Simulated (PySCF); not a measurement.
## Electronic absorption of SnH3(OSiMe3)

Compound: SnH3(OSiMe3), C3H12OSiSn.
SMILES: `[H][Sn]([H])([H])[O][Si](C)(C)C`

Method used: TDDFT wB97X-D/def2-SVPD, vertical, gas phase, core orbitals frozen in the response, def2 core potentials past Kr in PySCF 2.14.0, density-fitted response routines. Isolated species at its PBE0-D3(BJ)/def2-SVP geometry, gas phase. Spin–orbit coupling is left out.

**Question.** Predict the UV-vis stick spectrum at this level.

**Answer.** 

```tsv
state	E (eV)	ν̃ (cm⁻¹)	f	|μ| (D)	main configurations (H = HOMO, L = LUMO)
S1	6.40	51590	0.014	0.77	H→L (70%), H-2→L (10%)
S2	6.79	54750	0.053	1.44	H-1→L (62%), H-3→L (18%)
S3	7.26	58520	0.011	0.63	H→L+1 (82%)
S4	7.56	60990	0.016	0.75	H-1→L+1 (73%), H-3→L+1 (11%)
S5	7.77	62700	0.021	0.85	H-2→L (39%), H-2→L+1 (10%), H-3→L (10%)
S6	7.80	62940	0.038	1.14	H-3→L (38%), H-2→L (10%), H-4→L (9%)
S7	7.98	64330	0.0010	0.18	H→L+2 (62%), H→L+4 (9%)
S8	8.13	65570	0.012	0.63	H→L+3 (64%)
S9	8.18	65980	0.073	1.53	H-1→L+2 (33%), H-2→L+1 (11%), H→L+4 (10%)
S10	8.27	66710	0.129	2.02	H-1→L+2 (20%), H→L+4 (19%)
```

Triplets, Tamm–Dancoff:

```
state  E (eV)  λ (nm)  main configurations (H = HOMO, L = LUMO)
   T1    6.05   204.9                    H→L (68%), H-2→L (13%)
   T2    6.34   195.6                  H-1→L (61%), H-3→L (19%)
   T3    6.86   180.6                H→L+1 (56%), H-2→L+1 (20%)
   T4    7.06   175.7              H-1→L+1 (36%), H-3→L+1 (33%)
```

The lowest singlet lies at 6.40 eV (194 nm, vacuum ultraviolet) and is weak; its leading configuration is HOMO→LUMO (70%). The strongest level in the table is S10 at 8.27 eV (150 nm, f = 0.129). It is the last of those listed, so stronger ones may follow. Löwdin shares by element: HOMO oxygen 36%, carbon 30% or more, silicon 13% (atoms not listed hold the other 21%); LUMO tin 47%, hydrogen 20% or more, oxygen 13% (atoms not listed hold the other 20%). Of the 10 states listed, 9 reach f = 0.01 and none stays under 0.0005. Orbital energies (eV): HOMO-3 -10.87, HOMO-2 -10.83, HOMO-1 -9.73, HOMO -9.55, LUMO 1.15, LUMO+1 1.40, LUMO+2 2.41. The window holds the lowest 10 singlets.
